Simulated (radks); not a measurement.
Values are calculated unless marked as measured or tabulated.
Isoelectronic series with 62 electrons, each ion in its NIST ground configuration. Code: a radial shooting solver on a logarithmic mesh with Libxc functionals. Model: scalar-relativistic Kohn-Sham, r2SCAN, spin-polarised, spherical densities, finite nucleus; open shells are filled with parallel spins first (spin-orbit coupling, left out, can overturn this in heavy ions); meta-GGA in the generalised Kohn-Sham scheme; Fermi nuclear charge, rms radius of each element as measured or else 0.836 A^(1/3) + 0.57 fm. Total energies (hartree) and mean radii <r> (bohr):

\begin{tabular}{lrrrr}
ion & configuration & E (hartree) & 4f up & 5s down \\ \hline
Sm & [Xe] 4f6 6s2 & -10427.9245 & 0.9842 & 1.438 \\
Eu+ & [Xe] 4f7 6s1 & -10844.6425 & 0.9397 & 1.413 \\
Gd2+ & [Xe] 4f7 5d1 & -11271.2334 & 0.8462 & 1.357 \\
Tb3+ & [Xe] 4f8 & -11708.0081 & 0.8125 & 1.320 \\
Dy4+ & [Xe] 4f8 & -12154.5794 & 0.7514 & 1.265 \\
Ho5+ & [Kr] 4d10 4f9 5s2 5p5 & -12610.6123 & 0.7269 & 1.223 \\
Er6+ & [Kr] 4d10 4f10 5s2 5p4 & -13076.9213 & 0.7049 & 1.182 \\
Tm7+ & [Kr] 4d10 4f11 5s2 5p3 & -13553.6950 & 0.6850 & 1.142 \\
Yb8+ & [Kr] 4d10 4f12 5s2 5p2 & -14040.6918 & 0.6636 & 1.109 \\
Lu9+ & [Kr] 4d10 4f12 5s2 5p2 & -14538.6353 & 0.6297 & 1.070 \\
Hf10+ & [Kr] 4d10 4f12 5s2 5p2 & -15047.0022 & 0.6001 & 1.033 \\
Ta11+ & [Kr] 4d10 4f13 5s2 5p1 & -15566.0691 & 0.5848 & 1.006 \\
W12+ & [Kr] 4d10 4f14 5s2 & -16096.1742 & 0.5700 & 0.9803 \\
Re13+ & [Kr] 4d10 4f14 5s2 & -16636.7982 & 0.5471 & 0.9492 \\
Os14+ & [Kr] 4d10 4f14 5s2 & -17188.1529 & 0.5264 & 0.9199 \\
Ir15+ & [Kr] 4d10 4f14 5s2 & -17750.4183 & 0.5077 & 0.8923 \\
Pt16+ & [Kr] 4d10 4f14 5s2 & -18323.6118 & 0.4905 & 0.8663 \\
Au17+ & [Kr] 4d10 4f14 5s2 & -18907.8872 & 0.4746 & 0.8418 \\
Hg18+ & [Kr] 4d10 4f14 5s2 & -19503.3156 & 0.4600 & 0.8185 \\
Tl19+ & [Kr] 4d10 4f14 5s2 & -20110.0571 & 0.4464 & 0.7965 \\
Pb20+ & [Kr] 4d10 4f14 5s2 & -20728.1868 & 0.4337 & 0.7756 \\
\end{tabular}
